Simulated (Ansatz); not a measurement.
C2H6O2Si, SMILES [Si](OC)OC (connectivity only; charge and spin as stated), neutral, multiplicity 1.

Geometry optimised at B3LYP-D3(BJ)/def2-SVP. One conformer was computed; it need not be the lowest.

Two levels are set side by side: PBE/def2-SVPD (Ansatz, a quantum-chemistry and plane-wave program) and PBE0/def2-SVPD (Ansatz). Energy differences of separate SCF runs at the same geometry; the states with an electron removed or added have multiplicity 2 and 2. Differences are taken from unrounded values.

```csv
quantity,PBE0,PBE,PBE minus PBE0
vertical ionisation energy (eV),9.17,9.00,-0.17
vertical singlet–triplet gap (eV),3.10,3.18,0.08
```
